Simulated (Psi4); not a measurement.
Approach curve of the dimer CHN ··· H4Si (SMILES C#N and [SiH4]). Monomers: optimised at B3LYP-D3(BJ) (def2-TZVP), held rigid. Orientation: a random orientation, not optimised. The monomers approach along the line of their centres of mass (distance R); nothing else relaxes.

Geometry at R = 3.98 Å (first 3 atoms: monomer A):
```
8

C     -0.0265     0.0002     0.0000
N      1.1197    -0.0090     0.0000
H     -1.0932     0.0088     0.0000
Si    -1.8097    -3.1362    -0.7609
H     -1.6373    -2.2263     0.3939
H     -1.2540    -4.4672    -0.4277
H     -3.2504    -3.2675    -1.0748
H     -1.0972    -2.5839    -1.9351
```

Levels of theory: PBE/def2-TZVP, counterpoise-corrected (Psi4); PBE-D3(BJ)/def2-TZVP, counterpoise-corrected (Psi4); wB97X-D/def2-TZVP, counterpoise-corrected (Psi4).

Interaction energies in kJ/mol; the last columns give the difference from wB97X-D:

```csv
R / Å,PBE/def2-TZVP,PBE-D3(BJ)/def2-TZVP,wB97X-D/def2-TZVP,PBE/def2-TZVP − wB97X-D/def2-TZVP,PBE-D3(BJ)/def2-TZVP − wB97X-D/def2-TZVP
3.37,30.75,25.24,31.16,-0.41,-5.92
3.60,13.95,9.13,12.36,1.59,-3.23
3.78,6.84,2.58,4.66,2.19,-2.08
3.98,2.52,-1.14,0.31,2.21,-1.45
4.17,0.43,-2.69,-1.42,1.85,-1.26
4.37,-0.61,-3.20,-1.98,1.37,-1.22
4.67,-1.07,-2.98,-1.90,0.84,-1.08
5.02,-0.94,-2.25,-1.52,0.57,-0.73
5.51,-0.55,-1.31,-0.97,0.41,-0.34
6.14,-0.23,-0.61,-0.48,0.26,-0.13
7.17,-0.06,-0.20,-0.17,0.11,-0.03
8.44,-0.02,-0.07,-0.06,0.04,0.00
```

PBE/def2-TZVP is furthest from wB97X-D/def2-TZVP at 3.98 (2.21 kJ/mol, above); its mean absolute difference over the points is 0.99 kJ/mol.

PBE-D3(BJ)/def2-TZVP is furthest from wB97X-D/def2-TZVP at 3.37 (-5.92 kJ/mol, below); its mean absolute difference over the points is 1.46 kJ/mol.
